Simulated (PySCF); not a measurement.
ethylmethylamine (C₃H₉N), SMILES CCNC.

The structure is a stationary point at B3LYP-D3(BJ)/def2-SVP. The values are those of a single conformer.

The numbers are results of PySCF with TDA-PBE0/def2-SVPD, not measurements.

Vertical excitations. The molecule is in vacuum.

Computed UV-visible absorptions:
```
state  energy (eV)  λ (nm)      f                                            main pairs
-----  -----------  ------  -----  ----------------------------------------------------
S1            5.91     210  0.006                                        HOMO→LUMO 95 %
S2            6.61     187  0.022                                      HOMO→LUMO+1 98 %
S3            6.81     182  0.031                                      HOMO→LUMO+2 95 %
S4            7.46     166  0.038                                      HOMO→LUMO+3 96 %
S5            7.78     159  0.093                                      HOMO→LUMO+4 96 %
S6            8.08     154  0.011                                      HOMO→LUMO+5 94 %
S7            8.68     143  0.003                                      HOMO→LUMO+6 82 %
S8            8.83     140  0.081  HOMO→LUMO+7 62 %, HOMO→LUMO+8 25 %, HOMO→LUMO+6 11 %
S9            8.84     140  0.016                    HOMO→LUMO+8 67 %, HOMO→LUMO+7 24 %
S10           9.07     137  0.003                   HOMO→LUMO+9 79 %, HOMO→LUMO+10 12 %
T1            5.67     219      0                                        HOMO→LUMO 91 %
T2            6.50     191      0                                      HOMO→LUMO+1 88 %
T3            6.61     188      0                                      HOMO→LUMO+2 82 %
T4            7.26     171      0                                      HOMO→LUMO+3 89 %
```
Triplets are in the Tamm–Dancoff approximation.
